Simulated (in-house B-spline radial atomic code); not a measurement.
# Ionising Cl4+ with different functionals

Computed with a B-spline radial code for spherical atoms: scalar-relativistic (spin-free X2C) Hamiltonian, Fermi nucleus of rms radius 3.3654 fm, spin-polarised at highest spin, spherical fractional occupations for the functionals, and exact exchange of hybrids averaged over the configuration. The ionisation energy is the difference of two self-consistent energies, [Ne] 3s2 3p1 → [Ne] 3s2, without Breit or QED terms; ε is the level of the shell that loses the electron (its least bound occupied spin orbital).

| method | rung | ΔSCF (eV) | -ε(3p) (eV) |
| --- | --- | --- | --- |
| PBE0 | global hybrid | ? | ? |
| B3LYP | global hybrid | 67.70 | 61.93 |
| TPSSh | global hybrid | 67.52 | 61.18 |
| BHandHLYP | global hybrid | 67.55 | 64.02 |
| r2SCAN0 | global hybrid | 67.44 | 62.28 |
| B97-1 | global hybrid | 67.49 | 61.88 |
| HSE06 | range-separated hybrid | 67.58 | 61.84 |
| wB97X | range-separated hybrid | ? | ? |
| CAM-B3LYP | range-separated hybrid | 67.71 | 63.84 |
| LC-wPBE | range-separated hybrid | 67.80 | 65.53 |

Q: What does wB97X give?

A: ΔSCF 67.49 eV, and -ε(3p) = 64.89 eV.

Q: What does PBE0 give?

A: ΔSCF 67.57 eV, and -ε(3p) = 62.26 eV.

Q: Among the functionals, which spreads more, the ΔSCF values or the orbital energies?

A: The orbital energies: ΔSCF values span about 0.37 eV and the orbital energies 4.35 eV; here energy differences depend much less on the functional than eigenvalues do.

Q: How do they compare with the NIST value?

A: NIST lists 67.7 eV ± 0.1 (semi-empirical, ground level to ground level). Errors run from -0.24 to +0.12 eV; B3LYP is closest (+0.02 eV), though others lie within the uncertainty of it, and part of that can be cancellation, since the calculations leave out spin-orbit coupling, Breit-QED terms, multiplet and fine-structure energies.
